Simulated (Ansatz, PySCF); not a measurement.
anisole (C7H8O), SMILES COc1ccccc1.

The structure is a stationary point at r2SCAN-D4/def2-SVP. Other conformers were not sampled.

Vertical ionisation energy (IE) and electron affinity (EA) in eV. Rows of orbital energies are one-electron estimates. Where ΔSCF, EOM or ADC give a negative EA the extra electron is unbound and the value depends on the basis.

| level | IE | EA |
|---|---|---|
| −ε(HOMO), −ε(LUMO), ωB97X/def2-TZVP (PySCF) | 8.53 | -1.80 |
| −ε(HOMO), −ε(LUMO), PBE/def2-TZVP (PySCF) | 5.35 | 1.12 |
| ΔSCF, CAM-B3LYP/def2-SVPD (Ansatz), final states of multiplicity 2 and 2 | 8.34 | -1.46 |
| ΔSCF, PBE/def2-SVPD (Ansatz), final states of multiplicity 2 and 2 | 8.14 | -1.28 |

Q: What vertical singlet–triplet gap does ΔSCF give with CAM-B3LYP/def2-SVPD (Ansatz, a first-principles code) and with PBE/def2-SVPD (Ansatz)? (The exact figures need the calculation; the answer reports its results.)

A: 4.02 and 3.97 eV (triplet above singlet where positive).
